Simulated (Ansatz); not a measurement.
A CCSD(T) single point on C₂H₅F₂NSi, SMILES `C[SiH]1NC1(F)F`.

```yaml
crystal:
  periodic: [false, false, false]
  atoms:
    - {symbol: C, position_ang: [0.721674, -1.595998, -0.473333]}
    - {symbol: Si, position_ang: [0.587289, 0.120945, 0.204088]}
    - {symbol: N, position_ang: [-0.858343, 0.608153, 0.977241]}
    - {symbol: C, position_ang: [-0.747395, 1.341196, -0.202428]}
    - {symbol: F, position_ang: [-1.750988, 1.181850, -1.108166]}
    - {symbol: F, position_ang: [-0.604758, 2.688563, -0.064717]}
    - {symbol: H, position_ang: [-0.219083, -1.900072, -0.934202]}
    - {symbol: H, position_ang: [0.966915, -2.302697, 0.324420]}
    - {symbol: H, position_ang: [1.517487, -1.648115, -1.220781]}
    - {symbol: H, position_ang: [1.876356, 0.629982, 0.734366]}
    - {symbol: H, position_ang: [-1.423754, 0.819195, 1.784214]}
basis:
  gaussian: {orbitals: def2-SVP}
correlation: {method: ccsd_t}
```

```sh
$ ansatz run in.yaml --threads 4 --pin off --events-out ev --progress --plain --max-ram 10444MiB
```

The program prints (abridged):

```
Functional definition: HF
1120 factors; integrals over basis functions are off by at most 1.4e-3 eV
mean field evaluation 1: about -16881.3597 eV, gradient 4.2e1 eV
mean field evaluation 2: about -16881.4519 eV, gradient 4.2e1 eV
mean field evaluation 4: about -16885.2885 eV, gradient 3.7e0 eV
mean field evaluation 8: about -16885.3454 eV, gradient 2.4e-1 eV
mean field -16885.34573617 eV, -620.5250105058 hartree, gradient 1.4e-6 eV, S^2 0.000000; 0 other end points of the search recorded, 0 dependent functions left out
10 core orbitals not correlated: weight in the atoms' cores, before any rotation towards them, 1.000 or more for the frozen orbitals, at most 0.000 for the correlated occupied ones
reference -16885.34573617 eV, -620.5250105058 hartree; 18, 18 occupied and 85, 85 virtual orbitals, 1120 factors
second order -24.45418421 eV of doubles, -0.00000000 eV of singles
cycle   1  -24.89642272 eV  change   -4.4e-1 eV  update   1.1e-1
cycle   2  -25.47593644 eV  change   -5.8e-1 eV  update   3.2e-2
cycle   3  -25.61919708 eV  change   -1.4e-1 eV  update   1.7e-2
cycle   4  -25.61300046 eV  change    6.2e-3 eV  update   4.1e-3
cycle   5  -25.61043202 eV  change    2.6e-3 eV  update   2.0e-3
cycle   6  -25.61065347 eV  change   -2.2e-4 eV  update   6.1e-4
cycle   7  -25.61040371 eV  change    2.5e-4 eV  update   2.5e-4
cycle   8  -25.61029773 eV  change    1.1e-4 eV  update   8.1e-5
cycle   9  -25.61032606 eV  change   -2.8e-5 eV  update   3.3e-5
perturbative correction -0.67048767 eV, -0.0246399674 hartree
Total energy: -16911.62654989 eV, -621.4908125964 hartree
```

Run time 8.5 s (4 threads of an Arm Neoverse V2 on a shared host); peak host memory 0.62 GiB.

MP2 recovers 93.0 % of the CCSD(T) correlation energy and the triples give 2.6 %; T1 = 0.0126.
